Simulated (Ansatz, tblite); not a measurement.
Cost and result up the ladder for the cluster B₃As₃ (the lowest singlet isomer of a short search) (6 atoms). The state is a singlet with charge 0. Geometry: r2SCAN-D4/def2-SVP.

```xyz
6

B     0.014    0.444    0.732
B     0.726    0.642   -0.858
B     1.120   -0.642   -0.085
As   -0.925    1.740   -0.425
As    0.037   -1.391    1.458
As   -0.972   -0.793   -0.822
```

Ansatz on 4 threads of Arm Neoverse V2 on a shared host; xTB runs through tblite on one thread. Times are rough, summed over both states, and most runs start from the orbitals of an earlier one. B2PLYP/def2-TZVP serves as the yardstick here, not as an exact answer. Differences are given only for rows in sets of like size (and for xTB, whose basis is part of the method), since another set adds its own error. The other state is a triplet at its own geometry.

The xTB rows come from tblite. Correlated methods freeze 30 core orbitals; core or outer-core shells of As are correlated, in sets that lack core-valence functions. The rows differ in basis, and correlated rows in double-zeta sets carry the largest basis error. The structure comes from a short search, and lower isomers may exist.

Run but left out: HF/def2-SVP, HF/def2-TZVP (singlet: restricted singlet, unstable towards broken spin symmetry).

Correlated methods converge slowly with the basis, most of all in double-zeta sets (MP2 moves by 0.04 eV from def2-SVP to def2-TZVP here).

xTB has no spin-polarisation term.

```
                          level  functions  wall time  triplet − singlet (eV)  difference from B2PLYP/def2-TZVP (eV)                            remarks
                       GFN1-xTB         39    0.012 s                    1.20                                  -0.82                                  –
                       GFN2-xTB         39    0.012 s                    2.10                                   0.08                                  –
               PBE-D4/def2-TZVP        237       11 s                    1.89                                  -0.14                                  –
                  MP2/def2-TZVP        237       21 s                    2.17                                   0.14  restricted SCF unstable (singlet)
            r2SCAN-D4/def2-TZVP        237       28 s                    1.67                                  -0.35                                  –
               B2PLYP/def2-TZVP        237       30 s                    2.02                                   0.00                                  –
PBE0-D4/def2-TZVP (with forces)        237       32 s                    1.85                                  -0.18                                  –
               B97M-V/def2-TZVP        237       43 s                    1.96                                  -0.06                                  –
               CCSD(T)/def2-SVP        138    2.3 min                    2.05                                      –  restricted SCF unstable (singlet)
```
